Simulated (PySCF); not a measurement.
C2H7FOSi2, SMILES C=C[Si@@H](F)O[SiH3].

Coordinates come from a PBE-D3(BJ)/def2-SVP optimisation. The structure was generated by enumeration; whether it is a known compound was not checked. Other conformers were not sampled.

Level of theory: PBE-D3(BJ)/def2-SVP in PySCF.

Frequencies are harmonic and unscaled.

```tsv
mode	ν (cm⁻¹)	IR (km/mol)	moving atoms (share of kinetic energy)
1	8	0.1	H 91 %
2	48	1.1	F 22 %, O 21 %, Si 20 %, H 20 %, C 17 %
3	56	0.3	C 31 %, Si 29 %, H 24 %, O 9 %
4	106	0.6	C 31 %, H 29 %, O 20 %, Si 14 %
5	163	0.8	F 41 %, C 30 %, H 17 %
6	242	7.4	O 34 %, H 29 %, C 14 %, Si 12 %, F 11 %
7	310	14.9	O 33 %, F 29 %, Si 17 %, H 15 %
8	395	9.1	C 34 %, Si 28 %, H 24 %, F 12 %
9	528	41.3	H 45 %, C 35 %, O 10 %
10	592	7.8	Si 58 %, H 21 %, C 9 %, O 9 %
11	668	11.3	C 36 %, H 35 %, Si 26 %
12	698	41.1	H 83 %, Si 9 %
13	709	48.5	H 80 %, Si 10 %, O 10 %
14	796	28.4	H 69 %, F 24 %
15	831	346.2	H 74 %, Si 18 %
16	884	144.0	Si 37 %, F 31 %, H 30 %
17	913	79.6	H 95 %
18	916	72.7	H 96 %
19	954	295.7	H 80 %, Si 14 %
20	964	37.4	H 72 %, C 28 %
21	978	29.7	H 77 %, C 14 %
22	1005	15.9	H 94 %
23	1054	362.2	O 72 %, Si 18 %, H 10 %
24	1232	4.7	H 71 %, C 28 %
25	1370	17.9	H 85 %, C 15 %
26	1619	15.1	C 87 %, H 13 %
27	2162	87.5	H 97 %
28	2173	111.4	H 96 %
29	2193	117.3	H 96 %
30	2223	138.7	H 97 %
31	3053	11.2	H 95 %
32	3071	2.2	H 92 %, C 8 %
33	3150	3.9	H 89 %, C 11 %
```
